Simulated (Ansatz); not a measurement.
A structure relaxed at PBE0-D4/def2-TZVP, charge 0, multiplicity 1:

| atom | x (Å) | y (Å) | z (Å) |
| --- | --- | --- | --- |
| C1 | 0.085 | 1.192 | 0.809 |
| C2 | -0.509 | -0.177 | 0.510 |
| Ge3 | 0.249 | -1.010 | -1.094 |
| H4 | -0.084 | 1.891 | -0.015 |
| H5 | -0.355 | 1.632 | 1.707 |
| H6 | 1.165 | 1.134 | 0.969 |
| H7 | -1.591 | -0.109 | 0.369 |
| H8 | -0.347 | -0.862 | 1.348 |
| H9 | 1.771 | -1.187 | -0.927 |
| H10 | -0.001 | -0.114 | -2.322 |
| H11 | -0.383 | -2.390 | -1.353 |

(1) Give its formula and SMILES.

(2) Point group (tolerance 0.08 Å, 0.16 Å for H)?

(3) Summarise the bond lengths by kind.

Results:

(1) C2H8Ge, `C[CH2][GeH3]`.

(2) Cs.

(3) 1 × C–C 1.522 Å; 5 × C–H 1.093 to 1.094 Å; 1 × C–Ge 1.960 Å; 3 × Ge–H 1.540 to 1.541 Å.

Program: Ansatz 0.2.0.
